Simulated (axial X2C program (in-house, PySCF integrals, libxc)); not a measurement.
**Which molecule has these constants?**

Calculated with an in-house relativistic program for diatomic molecules, spin-free (one-electron X2C) or two-component (2c: spin–orbit coupling with atomic mean-field Coulomb and Gaunt terms, which also bring small scalar terms), in Dyall basis sets with cores contracted in-house; open shells are unrestricted.

A two-component PBE0 calculation in a Dyall 3-zeta basis gave Re = 2.012 Å, ωe = 531.4 cm⁻¹, Ω = 1.

Task: Which molecule is it?
A. VSe⁺
B. VS⁺
C. VO⁺

Result: B. The others have VO⁺ 1.525 Å and 1162.6 cm⁻¹ (Ω = 1); VSe⁺ 2.190 Å and 340.0 cm⁻¹ (Ω = 1).

Each entry is the lowest single determinant of a limited PBE0 search at one distance. De goes to single-determinant-based atoms at the same level (for ions the charge split of lowest energy) and is withheld (n/a) where an atom does not fit its ground term or J level. Main or longest-lived isotopes. One determinant is a doubtful description, or other states lie close, for VS⁺, VO⁺, VSe⁺; these need not be ground states, and all values refer to the states named. Some open-shell Ω = 0 determinants are out of reach, so the Ω given for VS⁺, VO⁺, VSe⁺ need not be the lowest component. With several unpaired electrons the Ω given is that of one determinant, not necessarily of the lowest component. The functionals have no current term, which raises determinants with orbital currents.
